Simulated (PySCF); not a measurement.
Compounds:
1. `CO[C@@H]1[SiH2][C@]1(F)C(F)F`, C$_{4}$H$_{7}$F$_{3}$OSi
2. SMILES C[C@@H](F)[SiH2]N(C)C, C$_{4}$H$_{12}$FNSi
3. SMILES C(CC(=O)C(F)(F)F)([SiH3])[SiH3], C$_{4}$H$_{9}$F$_{3}$OSi$_{2}$
4. SMILES C[Si@H](C=O)OC(C)(C)C, C$_{6}$H$_{14}$O$_{2}$Si
5. SMILES CC(C)(C)C(=O)C[SiH2]O, C$_{6}$H$_{14}$O$_{2}$Si
6. `O=CO[Si@@H](C)C(C)(C)C`, C$_{6}$H$_{14}$O$_{2}$Si
7. `[Si](C(=C)C)(C)(C)C`, C$_{6}$H$_{14}$Si
8. `InChI=1S/C5H6O3Si/c6-5(7)3-1-4(9)8-2-3/h1-2H,9H3,(H,6,7)`

- σ from GIAO-PBE0/pcSseg-1
- GFN2-xTB geometry
- run in PySCF 2.14
- equivalent nuclei averaged, non-relativistic, one conformer, no solvent model

Chemical shifts δ = σref − σ; 1H (σref 31.72), 13C (σref 186.93) vs TMS, all at this level. Acid and N–H amide carbonyl carbons lie up to 10 ppm further downfield in solution (hydrogen bonding). Shifts are as computed. Against solution values, carbons near 30 ppm lie about +3 ppm off and those near 130 ppm about +5 ppm. Of 1309 compounds with measured shifts, 239 miss one by over three times the rms of a fit or turn the order of signals round; such compounds aren't used in these exercises. OH and NH positions are gas-phase values without hydrogen bonding to other molecules.

Q: Which show a 1H signal above 9 ppm from a carbon-bound hydrogen?

A: 4 (12.25: hydrogen on a carbonyl carbon).

Q: Which show a 13C signal below 10 ppm?

A: 3 (-3.9: sp3 CH bonded to 2 Si); 4 (-3.9: methyl carbon bonded to Si); 6 (-5.8: methyl carbon bonded to Si); 7 (-1.4: methyl carbon bonded to Si).

Q: Which show a 13C signal above 185 ppm?

A: 3 (203.6: ketone carbonyl carbon); 4 (255.1: carbonyl carbon); 5 (226.1: ketone carbonyl carbon).

Q: Which give exactly 5 13C signals?

A: 8 (δ 167.0, 160.1, 155.0, 133.0, 124.8).
